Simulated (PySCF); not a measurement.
# LaOF at several levels of theory

Computed with PySCF 2.14.0 (density fitting, no spin-orbit coupling) at the geometry relaxed with PBE0:

```xyz
3
LaOF (singlet)
La    0.0391    0.0000   -0.3956
O     1.6163    0.0000    0.7353
F    -1.7437    0.0000    0.8204
```

| level | basis | state | HOMO (eV) | gap (eV) | charge on La1 (e) | population of f-type functions on La1 (core shells left out) | dipole about the centre of mass (D) | largest force component (eV/Å) |
| --- | --- | --- | --- | --- | --- | --- | --- | --- |
| PBE0 | La def2-SVP with ECP46, O def2-SVP, F def2-SVP | singlet | -6.43 | 4.52 | 0.89 | 0.19 | 7.64 | 0.02 |
| PBE | the same | singlet | -5.09 | 2.61 | 0.74 | 0.18 | 7.03 | 0.66 |
| PBE0 | La def2-TZVP with ECP46, O def2-TZVP, F def2-TZVP | singlet | -6.51 | 4.56 | 1.18 | 0.17 | 7.90 | 0.54 |

Charges are Mulliken's, which hang on the basis. The relaxation used the grid (50, 194), these runs (75, 302) or, all-electron (x2c bases, spin-free X2C Hamiltonian), (99, 590).

(1) What does CAM-B3LYP with La def2-SVP with ECP46, O def2-SVP, F def2-SVP give here?

Results:

(1) state singlet, HOMO (eV) -7.69, gap (eV) 6.32, charge on La1 (e) 0.88, population of f-type functions on La1 (core shells left out) 0.20, dipole about the centre of mass (D) 7.89, largest force component (eV/Å) 0.05. Time: 1.9 s on 2 threads of Intel(R) Xeon(R) 6975P-C (Granite Rapids), with other jobs on the host, from an already converged density.
